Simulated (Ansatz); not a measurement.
Reactions of CH7ClO2Si2 (`O[SiH](O)C[SiH2]Cl`).

Computed with Ansatz on PBE0-D4/def2-TZVP structures; ΔE is electronic, products minus reactants. CBS: MP2 limit from def2 TZ/QZ plus the TZ coupled-cluster correction, frozen cores. This one scheme is used for every species. For Ge outer-core shells are correlated without core-valence functions, which leaves a few kJ/mol of doubt a bond. Scalar relativity is left out up to krypton. One conformer a species, not always the lowest.

Problem. Order these by ΔE at CCSD(T)/CBS, lowest first. (Estimate.)
A. `O[SiH](O)C[SiH2]Cl` + `O[SiH](F)F` → `O[SiH](O)O[SiH](F)F` + `C[SiH2]Cl`
B. `O[SiH](O)C[SiH2]Cl` + `[OH][GeH2][OH]` → `[OH][GeH2][O][SiH](O)O` + `C[SiH2]Cl`
C. `O[SiH](O)C[SiH2]Cl` + `[NH2][GeH3]` → `Cl[SiH2][NH][GeH3]` + `C[SiH](O)O`
D. `O[SiH](O)C[SiH2]Cl` + HCl → `ClC[SiH2]Cl` + `O[SiH2]O`
E. `O[SiH](O)C[SiH2]Cl` + H₂ → `C[SiH](O)O` + `[SiH3]Cl`

Solution. B (-125.3 kJ/mol), A (-116.2 kJ/mol), C (-56.8 kJ/mol), E (+3.1 kJ/mol), D (+101.3 kJ/mol).

Largest T1 diagnostic: 0.012, for `[OH][GeH2][O][SiH](O)O`.
